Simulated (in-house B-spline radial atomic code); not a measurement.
Ionising In II (In+) with different functionals

Computed with a radial B-spline atomic code at the basis-set limit: non-relativistic Hamiltonian, point nucleus, spin-polarised at highest spin, spherical fractional occupations for the functionals, and exact exchange of hybrids averaged over the configuration. The ionisation energy is the difference of two self-consistent energies, [Kr] 4d10 5s2 → [Kr] 4d10 5s1, without Breit or QED terms; ε is the level of the shell that loses the electron (its least bound occupied spin orbital). There is no spin-orbit coupling in this Hamiltonian.

```json
{"method": "PBE0", "rung": "global hybrid", "ΔSCF (eV)": "?", "-ε(5s) (eV)": "?"}
{"method": "B3LYP", "rung": "global hybrid", "ΔSCF (eV)": "18.21", "-ε(5s) (eV)": "15.04"}
{"method": "TPSSh", "rung": "global hybrid", "ΔSCF (eV)": "17.76", "-ε(5s) (eV)": "14.44"}
{"method": "M06-2X", "rung": "global hybrid", "ΔSCF (eV)": "17.94", "-ε(5s) (eV)": "15.48"}
{"method": "BHandHLYP", "rung": "global hybrid", "ΔSCF (eV)": "?", "-ε(5s) (eV)": "?"}
{"method": "r2SCAN0", "rung": "global hybrid", "ΔSCF (eV)": "17.69", "-ε(5s) (eV)": "15.19"}
{"method": "B97-1", "rung": "global hybrid", "ΔSCF (eV)": "18.08", "-ε(5s) (eV)": "14.84"}
{"method": "HSE06", "rung": "range-separated hybrid", "ΔSCF (eV)": "17.88", "-ε(5s) (eV)": "14.70"}
{"method": "wB97X", "rung": "range-separated hybrid", "ΔSCF (eV)": "18.02", "-ε(5s) (eV)": "17.33"}
{"method": "CAM-B3LYP", "rung": "range-separated hybrid", "ΔSCF (eV)": "18.11", "-ε(5s) (eV)": "16.41"}
{"method": "LC-wPBE", "rung": "range-separated hybrid", "ΔSCF (eV)": "17.58", "-ε(5s) (eV)": "17.38"}
```

(1) What does BHandHLYP give?

(2) What does PBE0 give?

(3) Among the functionals, which spreads more, the ΔSCF values or the orbital energies?

(4) How do they compare with the NIST value?

Answers

(1) ΔSCF 17.76 eV, and -ε(5s) = 15.81 eV.

(2) ΔSCF 17.83 eV, and -ε(5s) = 15.01 eV.

(3) The orbital energies: ΔSCF values span about 0.63 eV and the orbital energies 2.94 eV; here energy differences depend much less on the functional than eigenvalues do.

(4) NIST lists 18.870 eV (measured, ground level to ground level). Errors run from -1.29 to -0.66 eV. The correlated functionals all miss on the same side by more than they spread, so the cause is common to them (relativity, Breit-QED terms, or a listed next ion that isn't the cheapest removal here) and closeness doesn't rank the functionals.
